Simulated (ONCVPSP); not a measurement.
## carbon: ONCV pseudisation with PW91, non-relativistic reference atom.

* Element: C (Z = 6)
* Generator: ONCVPSP 4.0.1
* Type: optimised norm-conserving Vanderbilt (ONCV)
* Functional: PW91
* Relativity: non-relativistic
* Frozen core: [He]
* Valence charge: 4
* Reference configuration: 2s1.5 2p2.5
* Partial waves: 2s: rc 0.85 bohr, ncon 4, nbas 7, qcut 7.7 1/bohr, 3 projectors, debl 0.5 Ha; 2p: rc 1.95 bohr, ncon 4, nbas 8, qcut 8.9 1/bohr, 2 projectors, debl 2 Ha
* Local potential: polynomial inside 0.70 bohr (lpopt 1, dvloc0 1 Ha)
* Core correction: none

In the s channel the program set the typed energies aside and used -0.515, 0.250, 0.750 Ha.

**Question.** Estimate the cutoffs (Ha) at which the residual kinetic energy of the hardest occupied pseudo-wave falls to 1 and 0.1 mHa per electron.

**Answer.** 27 Ha and 155 Ha.

**Question.** What does a ghost test show?

**Answer.** Ghosts flagged at negative energy: s at -296.0 eV; GHOST(+) flagged for s at 234.7 eV. A true bound ghost makes a file unfit for plane-wave use.

**Question.** Which valence shell sets the plane-wave cutoff?

**Answer.** 2s: 27 Ha for 1 mHa per electron, against 19 Ha for 2p.

**Question.** Tests: 2s2 2p2; 2s2 2p1; 2s2 2p0; 2s1 2p0. Which has the largest error in its energy relative to the reference configuration, and how large is it?

**Answer.** 2s1 2p0, with +498 meV (all-electron minus pseudo) on +79.18 eV.
